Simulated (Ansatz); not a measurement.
`C[Se]BF` + arsine → `FB[AsH2]` + `C[SeH]` at 400 K and 1 bar (ligand exchange at a B–Se bond).

Gas-phase electronic energies from Ansatz, PBE0-D4/def2-TZVP geometries. CCSD(T)/CBS is the MP2 limit (def2-TZVPP, def2-QZVPP) plus CCSD(T) − MP2 in def2-TZVPP, frozen cores. For As, Se outer-core shells are correlated without core-valence functions, which leaves a few kJ/mol of doubt a bond. Scalar relativity is left out up to krypton. One conformer a species, not always the lowest.

| species | CCSD(T)/CBS energy (Eh) | H − E (kJ/mol) | S (J/(mol·K)) |
| --- | --- | --- | --- |
| `C[Se]BF` | -2565.82397 | 166.7 | 350.0 |
| `[AsH3]` | -2236.79077 | 72.0 | 234.9 |
| `FB[AsH2]` | -2361.43380 | 102.7 | 314.9 |
| `C[SeH]` | -2441.15625 | 135.4 | 284.5 |

H − E and S are ideal-gas, rigid-rotor, harmonic terms from PBE0-D4/def2-TZVP, for one conformer and one mirror image of each species. 1 Eh = 2625.50 kJ/mol, R = 8.31446 J/(mol·K).

Problem. By hand: ΔE, ΔH, ΔS and ΔG.

Solution. ΔE = (-2361.43380) + (-2441.15625) − (-2565.82397) − (-2236.79077) = 0.02469 Eh = 64.8 kJ/mol. Δ(H − E) = 102.7 + 135.4 − 166.7 − 72.0 = -0.6, so ΔH = 64.2 kJ/mol. ΔS = 314.9 + 284.5 − 350.0 − 234.9 = 14.5 J/(mol·K). ΔG = 64.2 − 400 × (14.5)/1000 = 58.4 kJ/mol.

Problem. By hand: the equilibrium constant, and the temperature at which ΔG would vanish if ΔH and ΔS stayed fixed.

Solution. log₁₀ K = −ΔG/(RT ln 10) = -7.6. ΔG = 0 at ΔH/ΔS = 4428 K, far beyond where these terms or the molecules hold.

The number of gas molecules stays the same, so ΔS is small and ΔH decides. A doubt of 5 kJ/mol in ΔE shifts log₁₀ K by 0.7 here. Other conformers and mirror images would add mixing entropy, several J/(mol·K) or more a flexible species. These are equilibria of isolated gas molecules and say nothing of rates. Largest T1 diagnostic: 0.013 (customary marks: 0.02 for closed shells, 0.045 for open ones).
